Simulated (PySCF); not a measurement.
C₂H₄NO, SMILES [CH2]C(N)=O, multiplicity 2.

Coordinates come from a PBE0-D3(BJ)/def2-SVP optimisation. The isomer is the one that the SMILES or the coordinates give; other isomers of the formula were not compared. The values are those of a single conformer.

Method: PBE0-D3(BJ)/def2-SVP (PySCF 2.14.0).

Harmonic, unscaled wavenumbers; measured fundamentals usually lie a few per cent lower.

Task: Give all harmonic wavenumbers and intensities. (Estimate from the structure and the level; the computed values follow.)

Result: 
```tsv
mode	ν (cm⁻¹)	IR (km/mol)	moving atoms (share of kinetic energy)
1	110	202.8	H 83 %, N 16 %
2	271	6.1	H 94 %
3	417	5.2	H 42 %, C 26 %, N 18 %, O 14 %
4	518	19.8	H 86 %, C 14 %
5	555	14.0	O 38 %, H 27 %, C 22 %, N 12 %
6	601	4.8	H 76 %, C 19 %
7	749	35.1	C 73 %, H 15 %
8	923	1.2	H 43 %, C 42 %, N 9 %
9	951	11.1	H 50 %, N 25 %, C 22 %
10	1106	1.3	H 50 %, O 21 %, N 21 %
11	1361	57.1	H 53 %, C 40 %
12	1460	73.8	H 55 %, C 43 %
13	1589	120.7	H 71 %, N 18 %, C 8 %
14	1770	233.6	C 63 %, O 30 %
15	3175	4.0	H 95 %
16	3313	1.2	H 89 %, C 11 %
17	3637	55.9	H 96 %
18	3781	54.9	H 90 %, N 10 %
```
